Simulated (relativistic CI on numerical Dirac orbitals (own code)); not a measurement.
Computed by Dirac-Coulomb-Breit CI, KLI orbitals optimised for each configuration, QED by a radiative potential, unscaled Slater integrals (own radial code, finite nucleus).

The strongest absorption lines from the ground level of an ion, among the configurations computed and to levels below about 15000 eV (vacuum wavelength in nm, gf): 0.08292 (0.013), 0.08394 (0.023), 0.08589 (0.047), 0.08594 (0.011), 0.09042 (0.13), 0.09056 (0.029), 0.10642 (0.63), 0.10709 (0.14).

(1) Which ion is it?
A. Ga²⁹⁺
B. Se³⁰⁺
C. Rb³⁵⁺
D. Se³²⁺

## Answers

(1) D. Se³²⁺ has 2 electrons and the ground level 1s2 1S_0; the strongest line goes to 1s 2p 1P°_1. The pattern of lines fixes the number of electrons, and along that sequence the line energies rise steadily with the charge (about as its square where n changes within one kind of shell, about linearly where n is kept but much faster in heavy ions where fine structure, which grows about as Z⁴, sets the gap, and irregularly where shells cross), which fixes Z. Configurations outside the model, such as inner-shell arrays, can give stronger lines. At this charge energies of transitions that change n are usually good to better than 1 %, and those within a shell (Δn = 0) to a few per cent.

LS names give the leading component of a level, which can be under half, so a name can repeat, a term be missing and a line seem to break the LS rules.
